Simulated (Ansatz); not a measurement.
Basis-set extrapolation for CH4B2OSi (PBE0-D4/def2-TZVP geometry, frozen core, the Gaussian-basis code of Ansatz). Multiplicity 1, RHF reference.

```csv
,def2-TZVPP,def2-QZVPP
HF,-453.357150,-453.372922
MP2 correlation,-0.698329,-0.745593
CCSD(T) correlation,-0.767949,not run
```

Energies in hartree. Use E(X) = E(∞) + A·exp(−7.88·√X) for Hartree–Fock and E(X) = E(∞) + B·X^(−2.97) for correlation, with X = 3 and 4, and add CCSD(T) minus MP2 of the smaller set to the MP2 limit.

**Question.** What is the CCSD(T) energy at the basis-set limit?

**Answer.** HF limit: -453.372922 + (-0.015772) × 0.13774 = -453.37509. MP2 limit: -0.745593 + (-0.047264) × 0.74074 = -0.78060. Higher-order term: -0.767949 − (-0.698329) = -0.06962. Total: -454.22531 hartree, 2.73 eV below CCSD(T)/def2-TZVPP.
